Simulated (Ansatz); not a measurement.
Wavefunction ladder for C4H8B2 (`BCBCC#C`)

```xyz
14

B    -0.106   -0.145    1.284
C     1.313   -0.342    0.392
B     0.525   -0.834   -0.782
C    -0.227    0.303   -1.687
C    -0.985    0.744   -0.572
C    -1.394    0.904    0.584
H    -0.688   -1.152    1.585
H     0.165    0.622    2.175
H     1.803    0.629    0.345
H     1.909   -1.069    0.942
H     0.184   -1.967   -0.953
H     0.437    1.077   -2.077
H    -0.837   -0.140   -2.474
H    -2.100    1.371    1.239
```

Charge 0, multiplicity 1. The geometry is a stationary point of PBE0-D4/def2-TZVP. It is one conformer, not always the lowest. Frozen core, restricted reference, the Gaussian-basis code of Ansatz. CBS rows extrapolate triple and quadruple zeta; past MP2 they add the triple-zeta difference.

```tsv
basis	HF (Eh)	MP2 corr.	CCSD corr.	(T)	CCSD(T) total
def2-SVP	-205.23351	-0.72476	-0.78098	-0.03222	-206.04671
def2-TZVPP	-205.45869	-0.87596	-0.91965	-0.04588	-206.42422
def2-QZVPP	-205.46804	-0.92884	–	–	–
CBS(def2)	-205.46933	-0.96800	-1.01169	as TZ	-206.52690
```
